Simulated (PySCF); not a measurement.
C₈H₈.
Atom-mapped SMILES: `[CH:1]1=[CH:2]\[CH:3]=[CH:4]/[CH:5]=[CH:6]\[CH:7]=[CH:8]/1` (hydrogens: H9 on C1; H10 on C2; H11 on C3; H12 on C4; H13 on C5; H14 on C6; H15 on C7; H16 on C8)

Structure used (PBE0-D3(BJ)/def2-SVP), in Å, numbered top down from 1:
```
atom  x, y, z in Å
C1    -1.4991   -0.7318    0.4634
C2    -0.5154   -1.6299    0.2992
C3     0.6599   -1.5071   -0.5728
C4     1.5656   -0.5167   -0.5764
C5     1.5844    0.6684    0.2908
C6     0.6008    1.5667    0.4548
C7    -0.7164    1.5676   -0.1945
C8    -1.6221    0.5772   -0.1908
H9    -2.3478   -1.0222    1.0953
H10   -0.6237   -2.5963    0.8073
H11    0.8429   -2.3614   -1.2365
H12    2.4305   -0.6248   -1.2428
H13    2.5387    0.8664    0.7946
H14    0.8147    2.4409    1.0824
H15   -1.0059    2.5147   -0.6667
H16   -2.5932    0.7784   -0.6601
```

Level: PBE0/def2-SVPD in PySCF, non-relativistic, on one gas-phase PBE0-D3(BJ)/def2-SVP geometry that isn't relaxed in the solvent. The solvent is an IEF-PCM continuum (Bondi radii, 1.10 Å for H, scaled by 1.2), and excitations are vertical TDDFT with non-equilibrium linear response and a frozen core. The model holds no explicit solvent molecules, cavitation or dispersion.

| run | E − E(gas) (kcal/mol) | HOMO (eV) | HOMO–LUMO gap (eV) | dipole (D) | lowest singlet (eV) | static polarisability (au) |
| --- | --- | --- | --- | --- | --- | --- |
| gas | 0.00 | -6.18 | 4.72 | 0.00 | 3.46 | 92.7 |
| P | -3.28 | -6.25 | 4.75 | 0.00 | 3.49 | 131.1 |
| Q | -2.88 | -6.23 | 4.75 | 0.00 | 3.48 | 126.2 |

**Question.** The runs were made in acetone and dichloromethane. Which run belongs to which solvent?

**Answer.** P = acetone, Q = dichloromethane. The dielectric constants are 8.93 (dichloromethane), 20.49 (acetone), and the energy falls further as ε rises. The optical constants n² used for the excitations are 2.03, 1.85 in the same order. In this model the ground state sees the solvent through ε alone.

**Question.** How constant is the ratio of the lowering to (ε − 1)/(2ε + 1)?

**Answer.** 
```json
{"solvent": "dichloromethane", "(ε − 1)/(2ε + 1)": "0.420", "E − E(gas) (kcal/mol)": "-2.88", "ratio (kcal/mol)": "-6.8", "polarisation term (kcal/mol)": "-3.22"}
{"solvent": "acetone", "(ε − 1)/(2ε + 1)": "0.464", "E − E(gas) (kcal/mol)": "-3.28", "ratio (kcal/mol)": "-7.1", "polarisation term (kcal/mol)": "-3.74"}
```

The ratio changes by +3.2 % in size from dichloromethane to acetone. The polarisation term is half the interaction of the solute with the induced surface charges.
